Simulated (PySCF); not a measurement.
## Solvent effects on NMR parameters

Cartesian coordinates in Å; atom numbers follow the order of the lines, from 1:
```xyz
20

Si    1.3030    1.3848   -1.1788
N     1.0562    0.1355    0.0182
Si    2.3430   -0.7824    0.7627
C    -0.2970   -0.2281    0.4359
C    -1.3390    0.9116    0.5711
Si   -2.6600   -0.3982    0.1882
C    -1.0815   -1.2071   -0.4818
H     1.0502    2.7656   -0.6589
H     0.3995    1.1884   -2.3574
H     2.7226    1.2969   -1.6271
H     2.1471   -2.2525    0.5504
H     2.3731   -0.5575    2.2437
H     3.6446   -0.3622    0.1695
H    -0.2274   -0.7055    1.4331
H    -1.2990    1.5055    1.4938
H    -1.2812    1.6002   -0.2905
H    -3.7636   -0.0501   -0.7556
H    -3.2335   -1.0628    1.3970
H    -0.8457   -2.2737   -0.3682
H    -0.9407   -0.9220   -1.5383
```

GIAO PBE0/pcSseg-1 in PySCF on one PBE0-D3(BJ)/def2-SVP conformer, non-relativistic, equivalent nuclei averaged. Solvents enter as an IEF-PCM continuum (acetone with ε = 20.5, water with ε = 78.4) around the gas-phase geometry. Shifts are referred to TMS computed in the same medium.

Gas phase, δ in ppm: Si6 -52.6, Si1/Si3 -53.3, C4 54.7, C5/C7 21.0, H8/H9/H10/H11/H12/H13 4.68, H17 4.43, H18 4.30, H14 3.33, H16/H20 1.61, H15/H19 1.59. Dipole moment 0.65 D.

Task: How does each δ change in the continuum?

Result: 
| atoms | environment | Δδ, acetone | Δδ, water |
| --- | --- | --- | --- |
| Si6 | silicon bonded to 2 C, 2 H, in a 4-membered ring | +0.1 | +0.1 |
| Si1/Si3 | silicon bonded to N, 3 H | -0.3 | -0.3 |
| C4 | sp3 CH bonded to N | +0.3 | +0.3 |
| C5/C7 | sp3 CH2 bonded to Si | +0.8 | +0.8 |
| H8/H9/H10/H11/H12/H13 | hydrogen on a silicon bonded to N | -0.06 | -0.06 |
| H17 | hydrogen on a silicon bonded to 2 C, in a 4-membered ring | -0.06 | -0.06 |
| H18 | hydrogen on a silicon bonded to 2 C, in a 4-membered ring | -0.08 | -0.09 |
| H14 | hydrogen on an sp3 CH bonded to N | +0.15 | +0.16 |
| H16/H20 | hydrogen on an sp3 CH2 bonded to Si | +0.06 | +0.07 |
| H15/H19 | hydrogen on an sp3 CH2 bonded to Si | +0.04 | +0.03 |

Changes are relative to the gas phase. The dipole moment becomes 0.80 D in acetone, 0.81 D in water.

Task: Which nuclei move most (in ppm), and what does the model miss?

Result: C5/C7 (sp3 CH2 bonded to Si, +0.8 ppm) in water. A continuum only polarises the solute; specific hydrogen bonds, the anisotropy of aromatic solvents and changes of geometry or conformer are outside it.
